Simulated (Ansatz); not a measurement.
Cost and result for the atomization energy of CH4FOSn (`[CH3][Sn]([OH])[F]`) radical (8 atoms, 7 bonds).

Total charge 0; spin multiplicity 2. Correlated methods include outer-core shells of Sn, which these sets cover unevenly. Sn: def2 effective core potential. The geometry is a stationary point of PBE0-D4/def2-TZVP. It is one conformer, not always the lowest. Program: Ansatz. All runs use 4 threads of an Intel Xeon 6975P-C on a shared host. Times are those of one run each, without the atoms' runs, and a repeat can differ threefold. Electronic energies, without spin–orbit coupling; frozen cores. CCSD(T)/CBS adds CCSD(T) − MP2 in def2-TZVPP to the MP2 limit, and its time is that of the two runs behind it. T1 = 0.017; ⟨S²⟩ of the reference is 0.77. With those shells the extrapolation isn't a true limit. B3LYP takes the VWN-RPA correlation (the form of Gaussian; ORCA's B3LYP/G). HSE06 is the plane-wave form, built on full-range PBE exchange.

CCSD(T)/CBS is a level of theory with its own doubt, some kJ/mol a heavy atom from the limit and from the frozen cores, so smaller differences don't rank the functionals.

```tsv
level	functions	wall time	atomization (kcal/mol)	difference from CCSD(T)/CBS	per bond
LDA (SPW92)/def2-TZVPP	199	0.8 s	757.3	99.2	14.2
BLYP-D4/def2-TZVPP	199	1.4 s	657.4	-0.7	-0.1
PBE0-D4/def2-TZVPP	199	1.9 s	647.9	-10.2	-1.5
HSE06-D4/def2-TZVPP	199	2.1 s	648.2	-9.9	-1.4
B3LYP-D4/def2-TZVPP (with forces)	199	2.4 s	651.3	-6.8	-1.0
r2SCAN-D4/def2-TZVPP (with forces)	199	2.9 s	656.7	-1.4	-0.2
B2PLYP/def2-TZVPP	199	3.4 s	645.3	-12.8	-1.8
r2SCANh-D4/def2-TZVPP	199	3.6 s	649.2	-8.9	-1.3
B97M-V/def2-TZVPP	199	6 s	656.8	-1.3	-0.2
CCSD(T)/def2-SVP	88	8.5 s	601.5	-56.6	-8.1
MP2/def2-QZVPP	373	9 s	661.6	3.5	0.5
CCSD(T)/def2-TZVPP	199	100 s	635.9	-22.2	-3.2
CCSD(T)/CBS(def2)	–	110 s	658.1	0.0	0.0
```

From PBE to PBE0 (25 % exact exchange), in def2-TZVPP and without D4, the atomization energy moves by −20.1 kcal/mol: exact exchange takes away binding that semilocal exchange gives to molecules. In def2-TZVPP, CCSD(T) changes the Hartree–Fock value by +182.2 kcal/mol (the triples alone add +11.8 kcal/mol) and MP2 by +194.3 kcal/mol; breaking electron pairs costs correlation energy, which Hartree–Fock lacks. The D4 term adds +5.3 kcal/mol with B3LYP and +2.8 kcal/mol with PBE0; it sums over pairs of atoms, weighted by their polarisabilities, and B3LYP, whose exchange is more repulsive, gets the larger term.

Spin–orbit coupling would lower the free Sn atoms strongly, and the atomization energy with them, by more than many differences here. For some Ge, Se and Sn compounds the MP2-based and the directly extrapolated limit differ by 10 to 25 kJ/mol.
